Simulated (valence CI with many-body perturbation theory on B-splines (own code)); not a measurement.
Hyperfine factors and g values of Nb⁷⁺

Computed by valence CI with perturbative core correlation (CI+MBPT): six valence electrons over a frozen Dirac-Fock core [Ar] 3d10, radial functions for each j: 9 s, 9 p, 8 d, 6 f, 3 g, 1 h, with the one-electron correlation potential Σ1 (screened to all orders), the two-electron term Σ2, the three-electron term Σ3, Breit, model QED; selected single and double excitations, second order for the rest, scaled by the run's own slope (own B-spline code, finite nucleus).

No measured spectrum was set against this ion. As an estimate, levels hold to about 250 cm⁻¹ or 0.2 % of their energy and the worst to 1 %, as in measured heavy ions of charge 2 to 7; those with d or f electrons hold less well. Among the levels kept, up to 970 cm⁻¹ of a level comes from second order outside the variational space, and about a tenth of that is noise between levels of different J, which matters for small intervals.

A/g_I is the dipole constant over the nuclear g factor μ/I (μ in nuclear magnetons, uniformly magnetised nucleus), B/Q the quadrupole constant per barn. Both hold the static response of the core; the bare values leave it out. Large factors of s and p1/2 electrons are usually good to 5 to 10 %; those of open d and f shells near neutrality can be off by tens of per cent, and small factors of p3/2, d and f electrons come from cancelling terms and can be off by a factor of two or in sign, in half-filled shells by more. B is blank for J = 1/2, where it vanishes, and for nearly pure S terms. Energies count from the lowest level. Levels with J = 0 are left out.

Names give the largest LS component (configuration and term), which can be under half, so a name can repeat, a term be missing and a line seem to break the LS rules; names also repeat where a configuration has a term twice. Letters in brackets count levels of one name in rising energy.

```tsv
Level	E (cm⁻¹)	g	A/g_I (MHz)	A/g_I bare	B/Q (MHz/b)	B/Q bare
4s2 4p4 3P_2	0	1.448	2940	2630	4000	3660
4s2 4p4 3P_1	16791	1.501	-456	-530	-2730	-2500
4s2 4p4 1D_2	31272	1.052	6390	5950	-9530	-8700
4s 4p5 3P°_2	212470	1.500	15800	14800	-5060	-4630
4s 4p5 3P°_1	223480	1.480	10900	10100	2480	2270
4s 4p5 1P°_1	269290	1.019	13300	12400	-4410	-4020
4s2 4p3 4d 5D°_2	293530	1.451	778	640	-162	-130
4s2 4p3 4d 5D°_1	293600	1.487	390	281	-380	-314
4s2 4p3 4d 5D°_3	293630	1.461	728	597	408	349
4s2 4p3 4d 5D°_4	295220	1.478	336	233	610	463
4s2 4p3 4d 3D°_2 [a]	306520	1.036	1160	1080	-292	-299
4s2 4p3 4d 3D°_3	313020	1.298	61.3	20.8	2640	2370
4s2 4p3 4d 3D°_1 [a]	314650	0.527	4890	4660	-111	-111
4s2 4p3 4d 3F°_2 [a]	317560	0.855	4770	4480	-5690	-5190
4s2 4p3 4d 3F°_3 [a]	320500	1.118	3990	3710	-5210	-4750
4s2 4p3 4d 3F°_4	324990	1.215	3190	2960	-5120	-4700
4s2 4p3 4d 3G°_3	329470	0.827	1780	1700	3630	3220
4s2 4p3 4d 3G°_4	332200	1.131	1160	1090	6080	5470
4s2 4p3 4d 3G°_5	336170	1.200	3050	2830	878	718
4s2 4p3 4d 1G°_4	337860	1.023	3650	3400	371	259
4s2 4p3 4d 1D°_2	346830	0.996	3540	3310	3650	3320
4s2 4p3 4d 3D°_1 [b]	346920	0.529	604	663	-1130	-1050
4s2 4p3 4d 3P°_1	353580	1.476	7.88	-20.9	-727	-656
4s2 4p3 4d 3D°_2 [b]	356980	1.136	-516	-465	2220	1980
4s2 4p3 4d 3F°_3 [b]	358720	1.065	2840	2650	2610	2320
4s2 4p3 4d 3F°_2 [b]	360110	0.823	3250	3070	2830	2550
```

(1) Take the isotope of mass number 93, with I = 9/2, μ = 6.163 μN and Q = -0.32 b. What is the hyperfine structure of 4s2 4p3 4d 5D°_2?

Results:

(1) From the table A = 1070 MHz, B = 51.8 MHz. Shifts from the centre of gravity in MHz: F = 5/2: -11700, F = 7/2: -8020, F = 9/2: -3230, F = 11/2: 2660, F = 13/2: 9640.
